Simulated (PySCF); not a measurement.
**Relaxation of singlet H₄CrS**

These are results of PySCF, PBE0, basis Cr def2-TZVP, S def2-TZVP, H def2-TZVP (no relativity, density fitting), not measurements. A (50,194) grid was used.

A start displaced from a saddle point along its imaginary mode, with no symmetry imposed:

Coordinates in bohr (charge 0 multiplicity 1):
```
Cr   -0.0008    1.1497    0.5857
S    -0.0006   -2.1587   -0.9522
H    -0.0278    1.0018    3.6506
H     2.0188    2.6095   -1.1024
H     0.2268    3.1682   -1.5763
H    -2.1602    2.4540   -0.9489
```

Q: What does it relax to?

A: It ends at C1 with Cr–H 1.542 Å, Cr–H 1.592 Å, Cr–H 1.657 Å, Cr–H 1.690 Å, Cr–S 1.934 Å, H–H 0.875 Å; Cr–H–H 72.8°, Cr–H–H 76.9°, H–Cr–H 30.3°, H–Cr–H 69.3°, H–Cr–H 87.4°, H–Cr–H 99.4°, H–Cr–H 138.3°, H–Cr–H 141.0°, H–Cr–S 95.1°, H–Cr–S 106.5°, H–Cr–S 108.0°, H–Cr–S 109.7° (after a last refinement on a finer grid). A frequency run shows a minimum.

Q: How much energy is released, and in how many steps?

A: 14.4 kJ/mol in 17 steps.

Stability towards spin polarisation was not tested.
